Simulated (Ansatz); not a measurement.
Geometry optimisation, RKS PBE0-D4/def2-SVP in Ansatz 0.2.0.

The input (input.yaml):

```yaml
crystal:
  periodic: [false, false, false]
  atoms:
    - { symbol: Ti, position_ang: [-1.046259, 0.217735, 0.358201] }
    - { symbol: Br, position_ang: [2.956144, 0.545491, -0.421972] }
    - { symbol: S, position_ang: [-0.475723, -1.494546, -0.633765] }
    - { symbol: H, position_ang: [2.004578, -0.539006, -0.746476] }
    - { symbol: F, position_ang: [-2.020276, 1.302024, -0.602512] }
    - { symbol: F, position_ang: [-1.418465, -0.031798, 2.046524] }
basis:
  gaussian: { orbitals: def2-SVP }
hamiltonian:
  xc: pbe0
  dispersion: d4
relax:
  f_tol: 0.03
  max_steps: 50
output:
  orbitals: {}
```

Launched with:

```bash
$ ansatz run input.yaml --threads 2 --pin off --max-ram 3072MiB --backend cpu --events-out ev --progress --plain --runs-dir out
```

**Question.** Where does it end, and by what steps?

**Answer.** The forces met the threshold. The force dipped under the threshold on the way, but the program's further checks kept it going. After 32 steps the energy has fallen by 2.352 eV; H4 moved furthest, 2.04 Å. Parted: Br2–H4. Joined: Ti1–Br2, S3–H4.

| step | energy less start (eV) | largest force component (eV/Å) | accepted |
| --- | --- | --- | --- |
| 0 | 0.0000 | 0.880 | yes |
| 2 | -0.2327 | 0.691 | yes |
| 4 | -0.5903 | 1.244 | yes |
| 6 | -0.8065 | 0.849 | yes |
| 8 | -1.2644 | 1.590 | yes |
| 10 | -1.9213 | 1.238 | yes |
| 12 | -2.2419 | 0.673 | yes |
| 14 | -2.2718 | 0.368 | yes |
| 16 | -2.2748 | 0.016 | yes |
| 18 | -2.2753 | 0.022 | yes |
| 20 | -2.2920 | 0.182 | yes |
| 22 | -2.3013 | 0.192 | yes |
| 24 | -2.3271 | 0.273 | yes |
| 26 | -2.3252 | 0.652 | no |
| 28 | -2.3444 | 0.249 | yes |
| 30 | -2.3504 | 0.087 | yes |
| 32 | -2.3516 | 0.017 | yes |

```xyz
6
Properties=species:S:1:pos:R:3
Ti -0.252 0.439 0.136
Br 1.750 1.642 0.115
S -0.066 -1.346 -1.235
H 0.656 -1.992 -0.285
F -1.548 1.394 -0.466
F -0.540 -0.137 1.735
```

Whether the end is a true minimum wasn't checked by a vibrational analysis.

Time of the run: 4.9 min on 2 threads of Arm Neoverse N1 (shared host), peak memory 0.31 GiB.
